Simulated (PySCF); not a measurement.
A GIAO shielding run with PySCF 2.14 (density fitting, non-relativistic, gas phase) on SMILES O=C([SiH3])C/C=C\F, C4H7FOSi:

```
$ OMP_NUM_THREADS=1 python probes_run.py task.json out

{"job": {"kind": "nmr", "xc": "PBE0", "basis": "pcSseg-1"}, "charge": 0, "multiplicity": 1}
O     -1.699228    -1.052388    -0.110860
C     -1.029530    -0.073586    -0.339388
Si    -1.847272     1.625263    -0.738029
C      0.491012    -0.099443    -0.327887
C      1.052952    -1.318041     0.323191
C      1.942281    -1.300426     1.297875
F      2.468494    -0.151334     1.767545
H     -1.050802     2.251526    -1.794583
H     -1.770123     2.417610     0.488135
H     -3.221074     1.382809    -1.156424
H      0.789635    -0.061809    -1.381456
H      0.860230     0.808967     0.151580
H      0.662279    -2.267863    -0.005692
H      2.350467    -2.161758     1.803828
```

Hardware: 1 thread of an Intel Xeon, shared host. The job also computes population analyses, field gradients.

(1) How large is the calculation?

(2) How long does it take, and how much memory does it need?

Answers

(1) 62 electrons, 161 basis functions and 857 auxiliary functions.

(2) 55 s of wall time, with 15 SCF cycles and 5 response iterations; peak memory 0.74 GiB. Times on a shared host scatter by some tens of per cent.
